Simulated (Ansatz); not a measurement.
# A barrier at the coupled-cluster level

Start structure (GaH3S, singlet), relaxed at PBE0-D4/def2-TZVP:

```xyz
5
angstrom
Ga -0.3225 -0.5158 0.2933
S -0.0940 1.3287 -0.8813
H 0.9614 -1.1678 0.8944
H -1.7846 -1.0374 0.4352
H 1.2399 1.3923 -0.7416
```

The step: GaH₃S ([SH][GaH2]) → GaH + H₂S; bonds formed: S2–H3; bonds broken: Ga1–S2, Ga1–H3. Computed with Ansatz 0.2.0 (basis: def2-TZVPP and def2-QZVPP); correlated methods freeze the cores. Filled d shells of the heavier atoms are correlated. The def2 sets are not built for correlating such inner shells, so the correlated values are less sure here. Extrapolation: Hartree–Fock as exp(−7.88 √X), correlation as X^−2.97. Energies below are by CCSD(T) at an estimated basis limit (MP2 extrapolated from triple and quadruple zeta, plus CCSD(T) − MP2 in triple zeta).

Q: What are the electronic barrier and the energy of the step, from the start structure to the end structure? (An estimate is asked for; the value comes from the calculation.)

A: By the calculation: Barrier 242.9 kJ/mol; step energy 148.3 kJ/mol (uphill); reverse barrier, their difference, 94.6 kJ/mol. Barrier and step energy count from the start structure, the reverse barrier from the end structure.

The saddle point: One imaginary mode of 997i cm⁻¹.
```
  pair  start (Å)  saddle (Å)  end (Å)
 S2–H3       3.24        1.79     1.34
Ga1–S2       2.20        2.56     2.83
Ga1–H3       1.56        1.64     3.29
```

Zero-point energy (harmonic, PBE0-D4): ZPE is 59.9 kJ/mol at the start and 52.0 kJ/mol at the saddle, so the barrier goes from 242.9 to 235.0 kJ/mol.

First-order rate constant out of the start structure at 498 K by transition-state theory, with harmonic vibrational free energies alone and no tunnelling: ΔA‡ = 233.2 kJ/mol, so k = (kB T/h) exp(−ΔA‡/kB T) ≈ 10^-11 s⁻¹ (an order of magnitude at best: rotation, the number of equivalent paths and anharmonicity are left out).

No T1 diagnostic of these runs exceeds 0.017. The restricted Hartree–Fock reference is unstable towards an unrestricted one at one or more of these structures.

Labels in which every atom is bracketed show which atoms are joined, not bond orders.

For scale, one of the runs: CCSD(T)/def2-TZVPP, 132 basis functions, launched by `ansatz run in.yaml --threads 2 --pin off --events-out ev --progress --plain --max-ram 4352MiB`. The run took 12 s on 2 CPU threads of an Arm Neoverse V2 (shared host), with 0.62 GiB of host memory at its peak.
